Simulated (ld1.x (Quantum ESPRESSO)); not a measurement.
# tantalum (Ta): one change to a TM potential, before and after

tantalum (Ta), norm-conserving Troullier–Martins (Kleinman–Bylander form), made with ld1.x (Quantum ESPRESSO) 7.5 (LDA (PZ), scalar-relativistic). Core [Xe] 4f14, reference 5d3 6s2 6p0. Waves: 6s (bound): rc 2.35 bohr; 6p (bound, empty): rc 3.95 bohr; 5d (bound): rc 2.55 bohr. Local part: all-electron potential smoothed inside 1.90 bohr (lloc = -1). Core correction: Bessel-smoothed model core inside 1.90 bohr.

Change: wave 5d (bound): rc 2.55 bohr becomes 5d (bound): rc 3.38 bohr.

Cutoffs: the cutoffs (Ry, on a coarse ladder) from which the occupation-weighted sum of valence levels, in a spherical-Bessel basis at the reference potential, stays within 10 and 1 mRy of its value at 400 Ry; they do not see the model core or the augmentation charge, which bear on the density cutoff. Errors are all-electron minus pseudo energies relative to the spin-unpolarised reference configuration.

How do hardness, ghosts and transferability respond?

The potential gets softer (25 Ry and 30 Ry → 18 Ry and 25 Ry); both files keep a bound ghost (p, s); of the 8 tests that both files solve, the error grows in 3 and shrinks in 2 by more than 15 % and 0.3 meV (median size 20.7 → 22.7 meV); the range in which the d phases agree narrows (upper end 3.3 → 0.6). A larger radius leaves more room for a smooth pseudo-wave, so fewer plane waves are needed.

| quantity | base | changed |
| --- | --- | --- |
| cutoff, loose | 25 Ry | 18 Ry |
| cutoff, tight | 30 Ry | 25 Ry |
| loose cutoff by channel (10 mRy a level) | s 8 Ry, d 21 Ry | s 8 Ry, d 15 Ry |
| bound ghosts | s, p | s, p |
| tests counted (converged, no solver errors) | 8 of 9 | 8 of 9 |
| error for 5d3 6s1 6p0, meV [ΔE 8.70 eV] | -7.2 | -6.7 |
| error for 5d3 6s0 6p0, meV [ΔE 24.01 eV] | -34 | -39 |
| error for 5d2 6s0 6p0, meV [ΔE 47.94 eV] | -166 | -153 |
| error for 5d3 6s1 6p1, meV [ΔE 4.26 eV] | -3.6 | -4.4 |
| error for 5d3.5 6s1.5 6p0, meV [ΔE 0.98 eV] | -11 | -3.9 |
| error for 5d3 6s1.5 6p0, meV [ΔE 3.56 eV] | -2.3 | -1.9 |
| error for 5d3 6s2 6p0 (spin-polarised), meV [ΔE -1.05 eV] | +30 | +82 |
| error for 5d3 6s1 6p0 (spin-polarised), meV [ΔE 6.73 eV] | +48 | +126 |
| s: phases at 4.28 bohr within 0.05 rad from the reference energy up to (Ry; the scan ends near 5) | 0.8 | 0.8 |
| p: phases at 4.28 bohr within 0.05 rad from the reference energy up to (Ry; the scan ends near 5) | 1.7 | 1.7 |
| d: phases at 4.28 bohr within 0.05 rad from the reference energy up to (Ry; the scan ends near 5) | 3.3 | 0.6 |

Base: Tests not counted: 5d3 6s0 6p2 (solver errors, printed error -9.7 eV). These tests converged, but a pseudo level misses the all-electron one widely, so the file describes the atom poorly there or has found another state: 5d3 6s0 6p0: empty 6p by 3.4 eV. Changed file: Tests not counted: 5d3 6s0 6p2 (solver errors, printed error -92.9 eV). A true bound ghost makes a file unfit for plane-wave use even where its test errors are small: the radial tests pick states by their node count and pass the ghost by. Where a test does run into it, the solver fails or the error is huge.
